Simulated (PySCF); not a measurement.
**Bond length, frequency and bond energy of BeI⁺ by level of theory**

State: ¹Σ⁺ (singlet), closed shell. Set-up: Be x2c-SVPall, I x2c-SVPall; spin-free X2C with a Gaussian nucleus (PySCF 2.14). De refers to Be⁺ + I in their high-spin ground configurations, without counterpoise correction. A positive dipole points towards I; it is taken about the centre of mass and depends on that origin.

```
      Level  Re (Å)  ωe (cm⁻¹)  De (eV)  μ (D)
        RHF   2.108        724     2.06  -9.49
    RHF-MP2   2.116        726     3.04    n/a
RHF-SCS-MP2   2.118        719     2.98    n/a
   RHF-CCSD   2.122        706     2.99    n/a
RHF-CCSD(T)   2.125        704     3.09    n/a
        PBE   2.106        711     3.63  -8.03
     PBEsol   2.100        719     3.78  -8.14
     revPBE   2.113        704     3.49  -8.07
     r²SCAN   2.102        726     3.40  -8.59
       PBE0   2.095        730     3.43  -8.45
     M06-2X   2.089        738     3.24  -8.83
    LC-ωPBE   2.081        749     3.17  -8.81
```

Problem. Which functional lies closest to RHF-CCSD(T) in De, which farthest, and by how much do they differ from it?

Solution. Closest is LC-ωPBE (-4.4 pm in Re, +6.4 % in ωe, +0.08 eV in De against RHF-CCSD(T) in the same basis), farthest PBEsol (-2.5 pm in Re, +2.1 % in ωe, +0.69 eV in De). CCSD(T) converges more slowly with the basis than the functionals do and binds too weakly in this one, so the order can change at the basis-set limit.

Problem. What does a quarter of exact exchange do here, going from PBE to PBE0?

Solution. PBE0 less PBE: -1.1 pm in Re, +2.7 % in ωe, -0.20 eV in De. Exact exchange removes part of the self-interaction that spreads semilocal densities, and in most molecules shortens and stiffens the bond and lowers De; so it does here.

Problem. What does the step from GGA to meta-GGA do here, going from PBE to r²SCAN?

Solution. r²SCAN less PBE: -0.4 pm in Re, +2.1 % in ωe, -0.23 eV in De. 

Correlated steps freeze 18 core orbitals. Correlated levels converge slowly with the basis: in double zeta they bind strong bonds too weakly, by up to about 1 eV, and carry superposition errors of some tenths. These are scalar-relativistic numbers at best; spin–orbit coupling would shift them, the dissociation energy most. For an ion De counts to the pair picked by the measured ionisation energies or electron affinities, which need not be the lowest pair at this level. Where the molecule has an RHF reference, its open-shell atoms are computed with UHF.
